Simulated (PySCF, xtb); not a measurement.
FH4O4Si, SMILES O[Si-](O)(O)(O)F, charge -1. Other conformers were not sampled.

Harmonic wavenumbers (cm⁻¹) from GFN2-xTB (xtb 6.7.1) at its own minimum, in rising order: 123, 162, 262, 324, 327, 335, 350, 356, 375, 383, 412, 417, 623, 662, 790, 817, 941, 980, 996, 1036, 3700, 3704, 3721, 3736.

Question: What does PBE0-D3(BJ)/def2-SVPD in PySCF give at its own minimum? (Estimate from the structure and the level; the computed values follow.)

Answer: 53, 192, 222, 368, 384, 386, 401, 424, 479, 507, 527, 546, 676, 710, 836, 846, 934, 965, 997, 1068, 3918, 3923, 3925, 3963. Paired by order, the mean absolute difference is 83 cm⁻¹ and the zero-point energies are 36.5 and 39.0 kcal/mol.
